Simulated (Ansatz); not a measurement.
A nudged elastic band was laid between two geometries of C2H8BFO (13 atoms, charge 0, multiplicity 1).

These are results of RKS B3LYP-D4/6-31G* in Ansatz, not measurements.

```
movable images  : 7
climbing image  : yes
spring          : 5.0 eV/Å²
optimiser       : quadratic models (default)
start path      : through a guess of the saddle point
force threshold : 0.05 eV/Å
iteration limit : 32
end points      : relaxed
```

Image 0:

```xyz
13
Properties=species:S:1:pos:R:3
B -0.445 -0.253 0.546
H -1.172 -0.925 1.242
F 0.886 -0.618 0.601
C -0.981 0.293 -0.845
H -1.108 -0.552 -1.536
H -1.961 0.779 -0.754
H -0.294 0.994 -1.338
O -0.435 1.198 1.620
C 0.645 2.132 1.389
H 1.606 1.610 1.385
H 0.459 2.570 0.409
H 0.617 2.911 2.156
H -0.339 0.817 2.509
```

Image 8:

```xyz
13
Properties=species:S:1:pos:R:3
B 0.157 0.636 -0.257
H -1.874 -0.034 3.069
F 1.442 0.327 -0.518
C -0.989 0.022 -1.135
H -0.992 -1.073 -1.051
H -1.977 0.390 -0.847
H -0.828 0.245 -2.197
O -0.127 1.472 0.770
C 0.878 2.049 1.602
H 1.877 1.687 1.344
H 0.843 3.138 1.489
H 0.652 1.795 2.642
H -1.584 0.302 2.472
```

(1) Which bonds break or form, and what moves?

(2) What energy profile does the band end with?

(3) What is the geometry of the highest image?

Answers

(1) Bonds broken: B1–H2, O8–H13. Bonds formed: H2–H13. C2H8BFO becomes C2H6BFO + H2.

(2) It converged. The highest image is number 4 of 0 to 8, 105.7 kJ/mol above the first end and 217.9 kJ/mol above the last; the last end lies 112.3 kJ/mol below the first. Neighbouring images differ by up to 2.1 eV, so the band resolves the path poorly. A vibrational analysis at the climbing image gives one clearly imaginary mode, 1485i cm⁻¹: a first-order saddle point. The orbitals stay closed-shell, which can raise the energy where a bond breaks towards radicals; this wasn't checked here.

| image | path coordinate (Å) | energy (kJ/mol) | B1–H2 (Å) | O8–H13 (Å) | H2–H13 (Å) |
| --- | --- | --- | --- | --- | --- |
| 0 | 0.00 | 0.0 | 1.21 | 0.97 | 2.31 |
| 1 | 0.83 | 1.3 | 1.21 | 0.97 | 2.25 |
| 2 | 1.65 | 3.7 | 1.21 | 0.97 | 2.23 |
| 3 | 2.48 | 9.3 | 1.22 | 0.97 | 1.98 |
| 4 | 3.31 | 105.7 | 1.41 | 1.24 | 1.04 |
| 5 | 4.56 | -98.5 | 2.53 | 2.31 | 0.74 |
| 6 | 5.81 | -110.7 | 3.52 | 2.62 | 0.74 |
| 7 | 7.06 | -111.6 | 3.66 | 2.62 | 0.74 |
| 8 | 8.31 | -112.3 | 3.95 | 2.53 | 0.74 |

(3) 
```xyz
13
Properties=species:S:1:pos:R:3
B -0.248 0.202 0.360
H -0.962 -0.350 1.445
F 1.027 -0.258 0.432
C -1.087 0.045 -0.962
H -1.151 -1.004 -1.276
H -2.107 0.431 -0.862
H -0.600 0.603 -1.773
O -0.384 1.644 0.999
C 0.755 2.140 1.722
H 1.097 1.423 2.477
H 1.574 2.335 1.026
H 0.451 3.070 2.207
H -0.889 0.677 1.589
```

Time of the run: 13 min on 2 threads of Intel(R) Xeon(R) Processor @ 2.50GHz (Skylake/Cascade Lake), with other jobs on the host, peak memory 0.2 GiB.
